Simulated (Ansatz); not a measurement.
Molecule: C$_{4}$H$_{9}$O, net charge 0, doublet state. It need not be the lowest isomer of its formula. SMILES: C(C)(C)[CH]O
Coordinates optimised at B3LYP-D3(BJ)/def2-TZVP (Ansatz, a quantum-chemistry and plane-wave program):
```
C
H 1 1.0971
C 1 1.4877 2 107.30
O 3 1.3736 1 114.93 2 -51.81
H 4 0.9626 3 109.71 1 -174.40
H 3 1.0874 4 116.76 5 -24.82
C 1 1.5293 2 108.58 3 119.33
H 7 1.0909 1 111.35 2 -58.89
H 7 1.0912 8 108.31 1 -121.99
H 7 1.0935 8 107.99 9 -116.23
C 1 1.5412 2 107.31 3 -120.47
H 11 1.0900 1 110.79 2 62.25
H 11 1.0927 12 108.40 1 121.67
H 11 1.0930 12 108.24 13 116.99
```
Charge 0, spin multiplicity 2.

Parts of the frozen-core correlation energy in cc-pVQZ (Ansatz, hartree). Frozen orbitals: 5; correlated occupied orbitals by spin: 16 and 15; virtual: 524 and 525. Open shells are spin-unrestricted. No spin-orbit coupling. Non-relativistic.

```json
[
 {"term": "reference (HF)", "value": "-231.63004"},
 {"term": "MP2 opposite-spin", "value": "[?]"},
 {"term": "MP2 same-spin", "value": "[?]"},
 {"term": "CCSD correlation", "value": "[?]"},
 {"term": "(T)", "value": "-0.04086"},
 {"term": "T1 diagnostic", "value": "0.013"},
 {"term": "largest doubles amplitude", "value": "0.008"},
 {"term": "<S^2> of the reference", "value": "0.762"}
]
```

Q: Some entries are withheld; supply them.

A: 
- MP2 opposite-spin, value: -0.75647
- MP2 same-spin, value: -0.22092
- CCSD correlation, value: -1.01595
